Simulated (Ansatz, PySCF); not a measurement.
This Ansatz (a quantum-chemistry and plane-wave program) input computes a CAM-B3LYP/def2-TZVPD energy:

Ansatz 0.2 input:
```yaml
crystal:
  periodic: [false, false, false]
  atoms:
    - {symbol: Mg, position_ang: [0.00000000, 0.00000000, 0.00000000]}
    - {symbol: Cl, position_ang: [-0.00000000, -0.00000000, -2.17569806]}
    - {symbol: Cl, position_ang: [0.00000000, 0.00000000, 2.17569806]}
basis:
  gaussian:
    orbitals: def2-TZVPD
hamiltonian:
  xc: {name: CAM-B3LYP}
output: {forces: true}
```

### Question
Write an input for the same energy in PySCF and say what it gives.

### Answer

```python
from pyscf import gto, scf, dft

mol = gto.M(
    atom='''
    Mg    0.00000000    0.00000000    0.00000000
    Cl   -0.00000000   -0.00000000   -2.17569806
    Cl    0.00000000    0.00000000    2.17569806
    ''',
    basis='def2-tzvpd',
    charge=0,
    spin=0,
    verbose=4,
)

mf = dft.RKS(mol, xc='camb3lyp').density_fit(auxbasis='def2-universal-jkfit')
mf.grids.level = 3
mf.conv_tol = 1e-9
mf.max_cycle = 100
mf.max_memory = 1500
mf.kernel()
if not mf.converged:
    mf = mf.newton()
    mf.kernel(mf.make_rdm1())
mf.analyze()
```
It gives -1120.69151 Eh, and Ansatz -1120.69147 Eh, a difference of 0.04 mEh, from the treatment of integrals and grids.
